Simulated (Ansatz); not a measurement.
Isolated molecules relaxed with PBE0-D4/def2-TZVP in Ansatz; ΔE leaves out vibrations. CCSD(T)/CBS is the MP2 limit (def2-TZVPP, def2-QZVPP) plus CCSD(T) − MP2 in def2-TZVPP, frozen cores. This one scheme is used for every species, atoms too. For atomizations the MP2-based limit and the directly extrapolated one differ by several kJ/mol either way, and by 10 to 25 for some Ge, Se and Sn compounds, so smaller differences from it don't rank the levels. DFT in def2-TZVPP. HSE06 is defined as in plane-wave codes. Open shells (•) are unrestricted, without spin–orbit coupling. Spin–orbit coupling would lower the free atoms: a little for B, Cl, O, Si. Each species was taken in one conformer, which may not be the lowest.

Reaction (atomization): `N[Si]1(O)OB1Cl` → B• + Cl• + 3 H• + N• + 2 O• + Si•

CCSD(T)/CBS gives +3599.5 kJ/mol.

Question: Another level gave +3598.8 kJ/mol. Which?
A. HF/def2-TZVPP
B. revPBE/def2-TZVPP
C. HSE06-D4/def2-TZVPP
D. BLYP-D4/def2-TZVPP

Answer: C. HSE06-D4 3598.8, revPBE 3517.9, BLYP-D4 3605.7, HF/def2-TZVPP 2462.7 kJ/mol.

Question: What do rigid-rotor, harmonic-oscillator terms from PBE0-D4/def2-TZVP frequencies (298.15 K, 1 bar) make of the CCSD(T)/CBS value? (Best estimate.)

Answer: Ansatz gave: ΔZPE = -133.3 kJ/mol, ΔH = +3499.3 kJ/mol, ΔS = 953 J/(mol·K), ΔG = +3215.2 kJ/mol. Open shells count their whole term as degenerate.

Largest T1 diagnostic among the species: 0.014.

From PBE to PBE0 (25 % exact exchange), in def2-TZVPP and without D4, ΔE moves by −104.6 kJ/mol: exact exchange takes away binding that semilocal exchange gives to molecules. At CCSD(T), def2-SVP lies −309.0 kJ/mol from the extrapolated value and def2-TZVPP −125.2 kJ/mol: correlation converges slowly with the basis, and small sets miss more of it in the bonded molecule than in its fragments. In def2-TZVPP, CCSD(T) changes the Hartree–Fock value by +1011.7 kJ/mol (the triples alone add +76.7 kJ/mol) and MP2 by +1154.4 kJ/mol; breaking electron pairs costs correlation energy, which Hartree–Fock lacks.
